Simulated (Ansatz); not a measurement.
Calculated with Ansatz (gas phase, PBE0-D4/def2-TZVP geometries, no zero-point term in ΔE). CBS: MP2 limit from def2 TZ/QZ plus the TZ coupled-cluster correction, frozen cores. This one scheme is used for every species. Functionals use def2-TZVPP. B3LYP here is the variant with VWN-RPA as its local correlation; programs differ in this. One conformer a species, not always the lowest.

Reaction (ligand exchange at the Si–N bond): `N[SiH2][SiH](O)F` + H–F → `O[SiH](F)[SiH2]F` + NH₃

CCSD(T)/CBS gives -18.6 kcal/mol.

Problem. Another level gave -18.5 kcal/mol. Which?
A. PBE0-D4/def2-TZVPP
B. B3LYP/def2-TZVPP
C. SCS-MP2/def2-TZVPP
D. CCSD(T)/def2-TZVPP

Solution. D. CCSD(T)/def2-TZVPP -18.5, PBE0-D4 -17.5, SCS-MP2/def2-TZVPP -19.5, B3LYP -21.4 kcal/mol.

Largest T1 diagnostic among the species: 0.012.

The D4 term adds +1.7 kcal/mol with B3LYP and +0.9 kcal/mol with PBE0; it sums over pairs of atoms, weighted by their polarisabilities, and B3LYP, whose exchange is more repulsive, gets the larger term. In def2-TZVPP, CCSD(T) changes the Hartree–Fock value by +5.1 kcal/mol (the triples alone add +0.7 kcal/mol) and MP2 by +5.6 kcal/mol.
